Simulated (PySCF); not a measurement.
Converging TlC in the basis (CCSD)

PySCF, UHF reference; quartet, unpaired electrons σ ↑, π ↑↑; De to Tl + C without counterpoise correction. Frozen cores follow the default of each basis and core potential.

| basis | relativity | functions | Re (Å) | ωe (cm⁻¹) | De (eV) | frozen orbitals |
| --- | --- | --- | --- | --- | --- | --- |
| cc-pVDZ-PP/cc-pVDZ | scalar-relativistic core potentials | 37 | 2.309 | 432 | 2.21 | 5 |
| def2-SVP | scalar-relativistic core potentials | 40 | 2.307 | 436 | 2.25 | 5 |
| def2-SVPD | scalar-relativistic core potentials | 52 | 2.326 | 421 | 2.37 | 5 |
| aug-cc-pVDZ-PP/aug-cc-pVDZ | scalar-relativistic core potentials | 55 | 2.325 | 417 | 2.38 | 5 |
| def2-TZVPP | scalar-relativistic core potentials | 81 | 2.285 | 437 | 2.44 | 5 |

Problem. How does each smaller set differ from the one with most functions, def2-TZVPP?

Solution. cc-pVDZ-PP/cc-pVDZ: +2.4 pm, -1.1 % in ωe, -0.23 eV in De; def2-SVP: +2.2 pm, -0.2 % in ωe, -0.19 eV in De; def2-SVPD: +4.1 pm, -3.7 % in ωe, -0.07 eV in De; aug-cc-pVDZ-PP/aug-cc-pVDZ: +4.0 pm, -4.6 % in ωe, -0.06 eV in De. All at CCSD; the set with most functions is neither the basis-set limit nor always the best.

Correlated steps freeze 5 core orbitals. Correlated levels converge slowly with the basis: in double zeta they bind strong bonds too weakly, by up to about 1 eV, and carry superposition errors of some tenths. These are scalar-relativistic numbers at best; spin–orbit coupling would shift them, the dissociation energy most. The state was picked by a PBE0 search and need not be the measured ground state.
